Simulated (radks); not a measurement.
Problem. The table gives one normalised radial function P(r) = r R(r) of Yb+ in [Xe] 4f14 7s1 (r in bohr). All-electron calculation, scalar-relativistic Kohn-Sham, r2SCAN, spin-polarised, spherical densities, finite nucleus; open shells are filled with parallel spins first (spin-orbit coupling, left out, can overturn this in heavy ions); meta-GGA in the generalised Kohn-Sham scheme; Fermi nuclear charge, rms radius 5.3108 fm. Program: a radial shooting solver on a logarithmic mesh with Libxc functionals.

| r | P |
|---|---|
| 0.001934 | 0.0038 |
| 0.00315 | 0.0087 |
| 0.005173 | 0.0197 |
| 0.008495 | 0.0432 |
| 0.01395 | 0.0883 |
| 0.02273 | 0.1573 |
| 0.03732 | 0.2194 |
| 0.06128 | 0.1617 |
| 0.1006 | -0.1162 |
| 0.1639 | -0.3148 |
| 0.2692 | 0.1113 |
| 0.4421 | 0.4602 |
| 0.726 | -0.3171 |
| 1.183 | -0.9549 |
| 1.942 | -0.6026 |
| 3.189 | -0.1246 |
| 5.237 | -0.0065 |
| 8.531 | 0.0000 |
| 14.01 | 0.0000 |
| 23.01 | 0.0000 |

Which n and l does it have? It may be an empty orbital.

Solution. n = 5, l = 1: the number of nodes gives n - l - 1 = 3, the rise at small r (about r^(l+1), flatter next to the nucleus through relativity) gives l, and the extent must fit the shell. The curve is that of 5p down; the table hardly tells the two spins apart. 5p down: eigenvalue -38.772 eV, 3 radial nodes at r = 0.0847, 0.247, 0.623 bohr, <r> = 1.44 bohr, 90 % of the charge inside 2.12 bohr.
